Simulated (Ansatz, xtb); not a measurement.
# CH3AlBrFSi: where a starting geometry ends

The starting geometry of this gas-phase singlet was built from a drawn formula by distance geometry and a force field; its bonds are those of `F[C@]1(Br)[AlH][SiH2]1`.

```xyz
8

C    -0.8438   -0.8611   -0.8286
Al   -2.5466   -1.7261   -0.8207
Br   -0.6088    0.5509   -2.1887
F    -0.3064   -0.5268    0.4485
Si   -0.3582   -2.5394   -1.4250
H    -4.0737   -1.8753   -0.6207
H     0.0177   -3.5770   -0.4567
H    -0.4168   -2.8427   -2.9001
```

Task: Predict what it relaxes into with r2SCAN-D4/def2-SVP.

Result: A new bond forms, giving a structure with Br3 bridging Al2 and C1, given below by its coordinates. Distances that change by over a tenth: C1–Br3 (1.97 → 2.35 Å). Contacts that close: Al2–Br3 (3.29 → 2.46 Å).

The energy falls by 1.27 eV over 14 steps:

```csv
step,E − E(last) (eV)
1,1.272
2,0.764
4,0.515
5,0.393
7,0.099
8,0.028
10,0.001
11,0.000
13,0.000
14,0.000
```

Final geometry (Å):

```xyz
8

C    -0.7456   -1.1061   -0.4662
Al   -2.5944   -1.5489   -0.9926
Br   -1.4973    0.3071   -2.1824
F     0.1072   -0.4810    0.3121
Si   -0.5580   -2.7074   -1.5410
H    -4.1206   -1.4287   -0.6121
H    -0.0311   -3.7001   -0.5436
H     0.3031   -2.7323   -2.7661
```

From the same start GFN2-xTB reaches the same bonding as this run.

No frequencies were run, so the end isn't proven a minimum. Run with Ansatz 0.2.0, 27 s on 2 threads of Intel(R) Xeon(R) 6975P-C (Granite Rapids), on a shared host.
